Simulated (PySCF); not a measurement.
# Electron correlation in W²⁺ (tungsten, charge +2)

[Xe] 4f14 5d3 6s1, high-spin 5F determinant (an excited configuration). Computed with PySCF 2.14 in def2-QZVPPD with the def2 core potential (60 electrons) (7s6p4d3f2g, 84 functions), with scalar relativity through the core potential. Frozen: nothing; 12 electrons correlated.

```csv
level,correlation energy (mhartree)
CCSD,-292.99
(T),-6.63
CCSD(T),-299.62
```

Diagnostics: T1 = 0.0058, D1 = 0.0225, largest double amplitude 0.026.

Spin-orbit coupling, absent here, splits the open shell strongly.

Cost of the coupled-cluster step: about 40 core-seconds, for 12 correlated electrons.

Iterations:

```
CC2 = 0
CCSD nocc = (np.int64(8), np.int64(4)), nmo = (84, 84)
frozen orbitals [[], []]
max_cycle = 100
direct = 0
conv_tol = 1e-08
conv_tol_normt = 1e-06
diis_space = 8
diis_start_cycle = 0
Init t2, MP2 energy = -0.283300495389242
Init E_corr(UCCSD) = -0.283300495389474
cycle = 1  E_corr(UCCSD) = -0.289232506231911  dE = -0.00593201084  norm(t1,t2) = 0.0308826
cycle = 2  E_corr(UCCSD) = -0.292432807041585  dE = -0.00320030081  norm(t1,t2) = 0.00671668
cycle = 3  E_corr(UCCSD) = -0.29297404595202  dE = -0.00054123891  norm(t1,t2) = 0.00221939
cycle = 4  E_corr(UCCSD) = -0.293005982686641  dE = -3.19367346e-05  norm(t1,t2) = 0.00027978
cycle = 5  E_corr(UCCSD) = -0.292986650370341  dE = 1.93323163e-05  norm(t1,t2) = 8.33421e-05
cycle = 6  E_corr(UCCSD) = -0.292987897306402  dE = -1.24693606e-06  norm(t1,t2) = 1.52064e-05
cycle = 7  E_corr(UCCSD) = -0.292988270235489  dE = -3.72929087e-07  norm(t1,t2) = 3.28471e-06
cycle = 8  E_corr(UCCSD) = -0.292988197059595  dE = 7.31758946e-08  norm(t1,t2) = 7.44826e-07
cycle = 9  E_corr(UCCSD) = -0.292988201479562  dE = -4.41996756e-09  norm(t1,t2) = 1.38999e-07
UCCSD converged
E(UCCSD) = -65.80082514659456  E_corr = -0.2929882014795621
UCCSD(T) correction = -0.00663341602846773
```

The basis has no tight functions for the innermost shells, so their pair energies are far from complete.

This basis was not built for core-valence correlation, so the inner-shell part is incomplete.
